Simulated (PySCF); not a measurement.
Two-component Hartree-Fock for Ir²⁺ (iridium, charge +2)

Start: [Xe] 4f14 5d7; 5d3/2 filled at m_j = -3/2, -1/2, +1/2, +3/2; 5d5/2 filled at m_j = +1/2, +3/2, +5/2. Calculated with PySCF 2.14 in x2c-TZVPPall-2c (11s11p10d3f1g, 124 functions): generalised Hartree-Fock with the X2C-1e Hamiltonian and a Gaussian nucleus; one run each with spin-orbit coupling (SO) switched off, then screened by Boettger's factors.

```csv
spinor shell,electrons,"ε, spin-free (eV)","ε, screened SO (eV)",weight of nominal j (screened SO),"rms radius, screened SO (bohr)"
1s1/2,2,-76553.2,-76526.2,1.000,0.0197
2s1/2,2,-13555.1,-13546.6,1.000,0.0795
2p1/2,2,-11786.7,-12955.0,1.000,0.0675
2p3/2,4,-11786.7,-11321.7,1.000,0.0752
3s1/2,2,-3250.6,-3247.8,1.000,0.203
3p1/2,2,-2725.0,-2983.4,1.000,0.195
3p3/2,4,-2725.0,-2620.1,1.000,0.210
3d3/2,4,-2138.3,-2183.8,1.000,0.185
3d5/2,6,-2138.3,-2105.6,1.000,0.189
4s1/2,2,-742.57,-741.60,1.000,0.450
4p1/2,2,-567.18,-628.99,1.000,0.456
4p3/2,4,-567.18,-541.79,1.000,0.490
4d3/2,4,-347.14,-356.85,1.000,0.507
4d5/2,6,-347.14,-339.84,1.000,0.519
5s1/2,2,-132.88,-132.65,1.000,1.05
4f5/2,6,-100.43,-101.85,0.997,0.585
4f7/2,8,-100.43,-98.514,0.998,0.588
5p1/2,2,-84.810,-96.217,0.985,1.15
5p3/2,4,-84.810,-79.895,0.993,1.24
5d3/2,4,-30.585,-31.512,0.735,1.71
5d5/2,3,-30.585,-29.465,0.713,1.77
```

| quantity | spin-free | screened SO |
| --- | --- | --- |
| E (hartree) | -17813.33995 | -17838.15079 |
| M_J | 9/2 | 9/2 |
| ⟨J²⟩ | 24.767 | 24.769 |
| ⟨L²⟩ | 12.013 | 13.111 |
| ⟨S²⟩ | 3.754 | 3.588 |

Each row is a mean over spinors that exchange with the open shell spreads, by up to 7.331 eV (5p3/2).

Rows whose weight is well below 1 are mixtures of j = l ± 1/2: exchange outweighs spin-orbit coupling there, and the label is only the starting occupation.

Breit and QED terms are absent; they matter most for the inner s and p1/2 levels.

Densities and radii are taken from the X2C orbitals without a picture-change correction, which distorts them close to the nucleus.

Without spin-orbit coupling the j labels of p, d and f shells carry no meaning; the spin-free column gives the mean over the occupied spinors of each nl shell.
